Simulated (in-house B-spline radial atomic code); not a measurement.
Configurations of Ho⁸⁺, with energies counted from [Kr] 4d10 (4f5/2)6 (4f7/2)4 5s2 (5p1/2)1. Computed with a B-spline radial code for spherical atoms: Dirac-Hartree-Fock, average of each configuration as written, Fermi nucleus of rms radius 5.2022 fm. Energies include first-order Breit, QED and recoil terms.

Occupations are held fixed; configurations that lie above the ionisation limit could autoionise.

```csv
configuration,E - E(ref) (eV),highest orbital,its <r> (bohr)
[Kr] 4d10 (4f5/2)4 (4f7/2)6 5s2 8s1,112.88,8s1/2,5.434
[Kr] 4d10 (4f5/2)6 (4f7/2)4 5s2 9s1,119.03,9s1/2,7.506
[Kr] 4d10 (4f5/2)6 (4f7/2)4 5s2 (7g9/2)1,120.79,7g9/2,6.905
[Kr] (4d3/2)4 (4d5/2)5 (4f5/2)4 (4f7/2)6 5s2 (5p1/2)1 7s1,250.07,7s1/2,3.672
[Kr] (4d3/2)4 (4d5/2)5 (4f5/2)2 (4f7/2)8 5s2 (5p1/2)1 (8p3/2)1,272.39,8p3/2,5.861
[Kr] (4d3/2)3 (4d5/2)6 (4f5/2)4 (4f7/2)6 5s2 (5p3/2)1 8s1,280.2,8s1/2,5.402
```

Task: Order these further configurations by energy, lowest first.
A. [Kr] 4d10 (4f5/2)2 (4f7/2)7 5s2 (5p3/2)1 (8d5/2)1
B. [Kr] 4d10 (4f5/2)5 (4f7/2)5 5s2 (5p1/2)1
C. [Kr] 4d10 (4f5/2)5 (4f7/2)5 5s2 (8p3/2)1
D. [Kr] 4d10 (4f5/2)3 (4f7/2)7 5s2 (5p3/2)1
E. [Kr] (4d3/2)4 (4d5/2)5 (4f5/2)2 (4f7/2)8 5s2 (5p3/2)1 (7g9/2)1

Result: B (2.3124 eV), D (10.586 eV), A (114.56 eV), C (114.91 eV), E (287.41 eV).

Task: How far above the reference does [Kr] 4d10 (4f5/2)2 (4f7/2)8 5s2 (5p3/2)1 lie?

Result: 9.746 eV; its least bound orbital is 4f5/2 with <r> = 0.7116 bohr.

Task: How far above the reference does [Kr] 4d10 (4f5/2)4 (4f7/2)5 5s2 (5p1/2)1 (7p3/2)1 lie?

Result: 88.64 eV; its least bound orbital is 7p3/2 with <r> = 4.035 bohr.
